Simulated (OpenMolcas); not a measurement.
Ni4+ among 6 point charges of -1.5 e arranged as a tetragonal octahedron (D4h), 2.14 Å from the ion, with the axial distance 1.926 Å.

```json
{
 "Program": "OpenMolcas 26.06",
 "Method": "CASSCF",
 "Basis": "ANO-RCC-VDZP [5s4p2d1f]",
 "Scalar Hamiltonian": "DKH2, point nucleus",
 "Active space": "6 electrons in 5 orbitals (3d)",
 "State averaging": "2S+1 = 5 even, 5 roots; 2S+1 = 3 even, 45 roots; 2S+1 = 1 even, 50 roots",
 "Spin-orbit coupling": "state interaction with AMFI integrals over the reference wave functions"
}
```

(1) What is the spin-free ground state (labels of D4, the rotations of D4h)?

(2) Where is the first state of the same spin?

(3) What are the lowest two levels with spin-orbit coupling?

(4) What is χT at 300 K, and how does it compare with the textbook value?

Results:

(1) 5B2, 1-fold in its orbital part, 100 % from free-ion D terms; it has the highest spin that d6 allows.

(2) 5B1 at 1300 cm-1 above the ground state.

(3) A 1-fold level A1, then a 1-fold level A2 1.8 cm-1 above it. Their leading multiplicities are 5 (100 %) and 5 (100 %).

(4) The lowest level has 2S+1 = 5, for which the spin-only value is χT = S(S+1) / 2 = 3.000 cm3 K/mol (g = 2). The computed 4.803 at 300 K differs by +1.803, through orbital momentum, spin-orbit coupling and any other state in reach.

Without dynamic correlation the repulsion within the d shell is too large (B by tens of per cent), so at a given field states of lower spin stand too high. Point charges give a weaker field than real ligands, and real ions of this kind are often low spin; the high spin found here belongs to the model. The ground term spreads over less than 5000 cm-1, several times less than with real ligands, so orbital moments are less quenched and χT lies further from the spin-only value than at real sites. Point charges carry no covalency, so the field is a model and not that of real ligands. No measured value stands beside these numbers.
